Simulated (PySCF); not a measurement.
# UHF on Be (beryllium, neutral)

Configuration: [He] 2p2, high-spin 3P determinant (an excited configuration). All numbers are calculated (PySCF 2.14, no relativity, point nucleus, in dyall-acv3z (15s9p4d2f, 76 functions)).

```json
{"Total energy": "-14.336410 hartree", "One-electron energy": "-18.6316 hartree", "Hartree (Coulomb) energy": "6.9316 hartree", "Exchange energy": "-2.6365 hartree", "Kinetic energy": "14.33638 hartree", "⟨S²⟩": "2.0001", "⟨L²⟩": "2.000", "Sum of ⟨r⟩": "6.741 bohr", "Sum of ⟨r²⟩": "22.17 bohr²", "Traceless quadrupole moment −½Σ⟨3z² − r²⟩ along its main axis": "4.34 e·bohr²", "Density at the nucleus (Gaussians lack the cusp)": "33.9 bohr⁻³", "Spin density at the nucleus": "-0.119 bohr⁻³", "Langevin diamagnetic susceptibility": "-17.6 ×10⁻⁶ cm³/mol"}
```

| shell | electrons | mean orbital energy (hartree) | rms radius, mean of both spins (bohr) |
| --- | --- | --- | --- |
| 1s α | 1 | -4.80439 | 0.484 |
| 1s β | 1 | -4.79272 | 0.484 |
| 2p α | 2 | -0.22205 | 3.29 |

Spin-orbit constants ζ (cm⁻¹) from the X2C one-electron operator on these orbitals (non-relativistic here): bare nucleus, nucleus screened by l(l+1)(2l+1)/3 electrons, and screened by the Breit-Pauli mean field of the electrons.

```
shell   bare  screened nucleus  mean field
   2p  6.918             3.459       2.328
```

To first order the Landé constant is A = 1.164 cm⁻¹, so the lowest level has J = 0 and lies 0.000289 eV below the centre of the term. This holds in LS coupling only.
